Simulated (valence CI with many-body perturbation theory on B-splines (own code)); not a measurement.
Results of a calculation; reference values are marked as such.
Hg⁴⁹⁺: input, log and results

Level of theory: configuration interaction combined with many-body perturbation theory (CI+MBPT): three valence electrons over a frozen Dirac-Fock core [Ar] 3d10, a basis of 11 s, 11 p, 10 d, 8 f, 5 g, 2 h functions for each j, with the one-electron correlation potential Σ1 (screened to all orders), the two-electron term Σ2, the three-electron term Σ3, Breit, model QED; selected single and double excitations, second order for the rest, scaled by the run's own slope (own B-spline code, finite nucleus).

Command, and the settings that its task file holds:

```sh
python run_cv.py task.json out
```

```
atom Hg  Z=80  mass_number=202  rms_radius_fm=5.4648
core [Ar] 3d10
valence 4s2 4p1
avg = 1
basis = M
breit = 1
cap = 32000
capref = 2000
cscale = 1
de = 0.0
dress = 0
eps = 2e-08
extrap = 1
h = 0.27
hh = 1
l2 = 3
lcore = 6
maxit = 60
n2 = 5
natural = 1
nlev = 150
nno = [5, 5, 5, 4, 2, 1]
nroot = 36
nsp = [6, 6, 5, 4, 3, 1]
pt2 = 1
qed = 1
rpa = 1
s1 = 1
s2 = 1
s3 = 1
screen = 1
tol = 2e-05
whole = 1
```

It took 65 s on 1 thread of Intel(R) Xeon(R) 6975P-C (Granite Rapids), with other jobs on the host.

Log. The first blocks belong to the next ion, which gives the ionisation energy. Fields: 2J, parity (1 odd), roots, reference size, generating configurations, candidates as configurations/state functions, variational space P, stored matrix elements, Davidson steps; e2 is the range of second-order energies in hartree. The first line gives the box (bohr), its intervals, the orbitals and the steps of their self-consistent field. Window is the range of levels sought, series limit the energy at which the first omitted orbital would enter, core excitation an estimate of the first excitation out of the core, left out the lowest levels not solved, and shifts from estimates the range by which levels moved from their first estimate, all in cm⁻¹.

```
rmax 4.6 intervals 58 orbitals 83 references ['4s2 4p', '4s 4p2', '4s2 4d', '4p3', '4s 4p 4d'] scf 2 t 0.7
2J=0 par=0 roots 2 ref 18 generators 3 cand 398/398 P 394/394 nnz 0 it 0
2J=0 par=0 roots 2 ref 18 generators 4 cand 22/22 P 409/409 nnz 0 it 0
   second order: generators 8 cand 7/7 e2 -0.00000 -0.00000
reference levels 1209, estimated 448, window 7972294 1/cm; series limit 17097894, core excitation 16007906
2J=1 par=1 roots 15 ref 79 generators 20 cand 6628/10572 P 4347/6400 nnz 4.6e+06 it 5
2J=1 par=1 roots 15 ref 79 generators 26 cand 4983/8218 P 6906/10667 nnz 1.2e+07 it 5
   second order: generators 36 cand 5085/8088 e2 -0.00002 -0.00000
2J=1 par=0 roots 13 ref 78 generators 24 cand 8157/12629 P 4307/6399 nnz 4.8e+06 it 5
2J=1 par=0 roots 13 ref 78 generators 30 cand 6708/10527 P 6153/9424 nnz 9.8e+06 it 5
   second order: generators 35 cand 7084/11151 e2 -0.00002 -0.00000
2J=3 par=1 roots 26 ref 131 generators 25 cand 8558/19793 P 3242/6400 nnz 5.1e+06 it 5
2J=3 par=1 roots 26 ref 131 generators 32 cand 6996/16744 P 8604/19311 nnz 3.8e+07 it 9
   second order: generators 45 cand 4090/10108 e2 -0.00002 -0.00000
2J=3 par=0 roots 21 ref 129 generators 25 cand 8357/19219 P 3124/6399 nnz 5.3e+06 it 5
2J=3 par=0 roots 21 ref 129 generators 30 cand 7072/16728 P 7456/16492 nnz 3e+07 it 7
   second order: generators 38 cand 5233/12898 e2 -0.00002 -0.00000
2J=5 par=0 roots 23 ref 141 generators 23 cand 9083/24108 P 2806/6400 nnz 5.4e+06 it 4
2J=5 par=0 roots 23 ref 141 generators 30 cand 7960/21839 P 8079/20523 nnz 4.4e+07 it 5
   second order: generators 38 cand 5482/16308 e2 -0.00002 -0.00000
2J=5 par=1 roots 28 ref 139 generators 23 cand 9282/24761 P 2905/6399 nnz 5.1e+06 it 5
2J=5 par=1 roots 28 ref 139 generators 32 cand 7871/21789 P 8943/23260 nnz 5.6e+07 it 7
   second order: generators 47 cand 4582/13541 e2 -0.00002 -0.00000
2J=7 par=1 roots 23 ref 118 generators 18 cand 9144/25389 P 2854/6398 nnz 5.1e+06 it 5
2J=7 par=1 roots 23 ref 118 generators 29 cand 10338/31726 P 8383/22625 nnz 5.5e+07 it 9
   second order: generators 44 cand 4809/15499 e2 -0.00002 -0.00000
2J=9 par=1 roots 13 ref 77 generators 14 cand 7921/21595 P 3059/6399 nnz 5e+06 it 5
2J=9 par=1 roots 13 ref 77 generators 22 cand 7531/23063 P 7179/18393 nnz 3.8e+07 it 8
   second order: generators 35 cand 4817/15846 e2 -0.00002 -0.00001
2J=7 par=0 roots 16 ref 114 generators 18 cand 9019/24867 P 2833/6399 nnz 5.3e+06 it 5
...
2J=11 par=0 roots 2 ref 39 generators 7 cand 4908/13450 P 3472/7428 nnz 6.9e+06 it 4
   second order: generators 13 cand 5370/15827 e2 -0.00003 -0.00002
2J=11 par=1 roots 6 ref 41 generators 7 cand 6089/15777 P 3056/6400 nnz 5.9e+06 it 4
2J=11 par=1 roots 6 ref 41 generators 17 cand 7113/20946 P 4948/11744 nnz 1.9e+07 it 5
   second order: generators 22 cand 5221/15602 e2 -0.00002 -0.00001
2J=13 par=1 roots 2 ref 14 generators 6 cand 4178/9793 P 1865/3767 nnz 2.5e+06 it 4
2J=13 par=1 roots 2 ref 14 generators 7 cand 4946/12712 P 2865/6262 nnz 6.4e+06 it 4
   second order: generators 14 cand 5062/13249 e2 -0.00003 -0.00001
left out: unestimated 11553419, estimated 8403656, shifts from estimates -4 to 27
operators 2.2
```

The Davidson iterations converged.

No measured spectrum was set against this ion. As an estimate, large intervals hold to a few tenths of a per cent, small ones and those within an open d or f shell to about a per cent.

| Quantity | Value |
| --- | --- |
| Valence energy | -325.3654 hartree |
| Ionisation energy | 2816.2 eV (NIST: 2815 ± 4 eV (theoretical)) |
| Reference configurations for the orbitals | 4s2 4p, 4s 4p2, 4s2 4d, 4p3, 4s 4p 4d |
| Radial orbitals | 83 |
| Box radius | 4.639 bohr |
| Largest variational space | 23260 |
| Lowest levels | (4s^2 4p1/2) J=1/2 0.00, (4s 4p1/2^2) J=1/2 112.61, (4s^2 4p3/2) J=3/2 148.94, (4s 4p1/2 4p3/2) J=3/2 [a] 246.30, (4s 4p1/2 4p3/2) J=5/2 255.87, (4s 4p1/2 4p3/2) J=3/2 [b] 269.14, (4s 4p1/2 4p3/2) J=1/2 271.54, (4s^2 4d3/2) J=3/2 331.77, (4s^2 4d5/2) J=5/2 360.55, (4p1/2^2 4p3/2) J=3/2 381.54, (4s 4p3/2^2) J=5/2 402.80, (4s 4p3/2^2) J=1/2 420.32, (4s 4p1/2 4d3/2) J=3/2 [a] 420.40, (4s 4p3/2^2) J=3/2 424.12 eV |

Levels are named by their leading jj configuration (3d3/2^4 stands for four electrons in 3d with j = 3/2), which in mixed levels can hold well under half, so a name can repeat and another be missing. Letters in brackets count levels of one name in rising energy.
